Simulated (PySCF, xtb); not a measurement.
CH4SSeZn, SMILES C[S][Zn][SeH].

GFN2-xTB in xtb at its own geometry gives an orbital gap of 2.58 eV and a dipole moment of 4.23 D.

Coordinates come from a PBE0-D3(BJ)/def2-SVP optimisation. The structure was generated by enumeration; whether it is a known compound was not checked. One conformer was computed; it need not be the lowest.

### Question
What does HF/def2-TZVP (PySCF) give? (The exact figures need the calculation; the answer reports its results.)

### Answer
gap 11.26 eV (levels -9.53 and 1.73 eV), dipole 1.50 D.
